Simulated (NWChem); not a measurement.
**H$_{3}$B in NWChem**

```
B
H 1 1.2044
H 1 1.2044 2 120.00
H 1 1.2044 2 120.00 3 180.00
```
Charge 0, spin multiplicity 1.

Program: NWChem. All single points use one geometry, from B3LYP/def2-SVP, a minimum by its harmonic frequencies.

The correlated methods keep 1 core orbital frozen. The Pople sets run with spherical d functions. The structure started from a generated list of species.

Worked example. A B2PLYP run in 6-311G** ends its self-consistent part (53 % exact exchange, 47 % B88, 73 % LYP) at -26.54024 Ha, and second-order perturbation theory on those orbitals gives -0.11903 Ha unscaled.

The perturbative term enters with the weight 0.27: -26.54024 + 0.27·(-0.11903) = -26.57238 Ha is the total energy.
